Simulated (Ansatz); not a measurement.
Reaction (ligand exchange at the Si–C bond): `F[SiH2]C[SiH3]` + `NB(N)O` → `NB(N)O[SiH3]` + `C[SiH2]F`

Calculated with Ansatz (gas phase, PBE0-D4/def2-TZVP geometries, no zero-point term in ΔE). CBS: MP2 limit from def2 TZ/QZ plus the TZ coupled-cluster correction, frozen cores. Each species was taken in one conformer, which may not be the lowest.

`F[SiH2]C[SiH3]`:

Z-matrix (Å, degrees):
```
Si
C 1 1.854
F 1 1.604 2 109.3
H 1 1.484 2 112.0 3 118.5
H 1 1.484 2 110.7 3 -118.3
Si 2 1.877 1 115.3 3 53.0
H 2 1.097 1 107.4 3 173.8
H 2 1.095 1 109.5 3 -70.4
H 6 1.488 2 109.9 1 52.6
H 6 1.485 2 110.5 1 -67.5
H 6 1.487 2 110.3 1 172.2
```

`NB(N)O`:

Z-matrix (Å, degrees):
```
N
B 1 1.423
H 1 1.003 2 123.7
H 1 1.003 2 123.0 3 -179.9
N 2 1.415 1 121.8 3 179.9
O 2 1.383 1 121.9 3 -0.1
H 5 1.003 2 121.0 1 180.0
H 5 1.002 2 124.5 1 -0.1
H 6 0.957 2 113.8 1 -0.1
```

`NB(N)O[SiH3]`:

Z-matrix (Å, degrees):
```
Si
O 1 1.629
H 1 1.484 2 108.6
H 1 1.486 2 110.5 3 -119.9
H 1 1.492 2 111.4 3 119.7
B 2 1.386 1 136.2 3 -145.2
N 6 1.414 2 117.0 1 -169.4
N 6 1.418 2 120.7 1 10.4
H 7 1.003 6 121.1 2 1.0
H 7 1.002 6 124.4 2 -178.7
H 8 1.003 6 122.6 2 5.0
H 8 1.003 6 123.4 2 178.4
```

`C[SiH2]F`:

```xyz
8

C     0.737   -0.536    0.372
Si   -0.671    0.469   -0.292
F    -0.343    0.914   -1.798
H     1.665    0.041    0.373
H     0.527   -0.843    1.401
H     0.893   -1.437   -0.225
H    -1.931   -0.316   -0.329
H    -0.877    1.708    0.499
```

```csv
species,CCSD(T)/CBS(def2) energy (Eh)
`F[SiH2]C[SiH3]`,-720.28443
`NB(N)O`,-212.52640
`NB(N)O[SiH3]`,-502.84262
`C[SiH2]F`,-430.00374
```

**Question.** Work out ΔE.

**Answer.** ΔE = (-502.84262) + (-430.00374) − (-720.28443) − (-212.52640) = -0.03553 Eh = -0.97 eV.

Largest T1 diagnostic among the species: 0.011.

In def2-TZVPP, CCSD(T) changes the Hartree–Fock value by +0.20 eV (the triples alone add +0.02 eV) and MP2 by +0.19 eV. From PBE to PBE0 (25 % exact exchange), in def2-TZVPP and without D4, ΔE moves by −0.03 eV.
